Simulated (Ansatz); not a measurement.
Basis sets compared for Cu₆Si⁺ (the lowest doublet isomer of a short search). Total charge 1; doublet. Geometry PBE-D4/def2-SVP. Ansatz on 4 threads of Intel Xeon on a shared host; times are rough, and most runs start from earlier orbitals.

```tsv
atom	x (Å)	y (Å)	z (Å)
Si1	1.3056	-1.1558	0.1511
Cu2	0.8625	0.9952	0.9181
Cu3	0.5179	0.2909	-1.4914
Cu4	-0.3265	2.4348	-0.6650
Cu5	-0.6987	-1.8279	-0.7234
Cu6	-0.3476	-1.1103	1.7319
Cu7	-1.3132	0.3732	0.0787
```

The structure comes from a short search, and lower isomers may exist.

```
           level  functions  energy (Eh)  HOMO (eV)  LUMO (eV)  wall time
 PBE-D4/def2-SVP        204  -10129.4662      -8.28      -7.86       21 s
PBE0-D4/def2-SVP        204  -10129.4714      -8.89      -6.97       42 s
```

Estimate the rows for PBE-D4/def2-TZVP (with forces), PBE0-D4/def2-TZVP.


```json
{"level": "PBE-D4/def2-TZVP (with forces)", "functions": "307", "energy (Eh)": "-10131.0440", "HOMO (eV)": "-8.59", "LUMO (eV)": "-8.15", "wall time": "40 s"}
{"level": "PBE0-D4/def2-TZVP", "functions": "307", "energy (Eh)": "-10130.9991", "HOMO (eV)": "-9.18", "LUMO (eV)": "-7.23", "wall time": "89 s"}
```
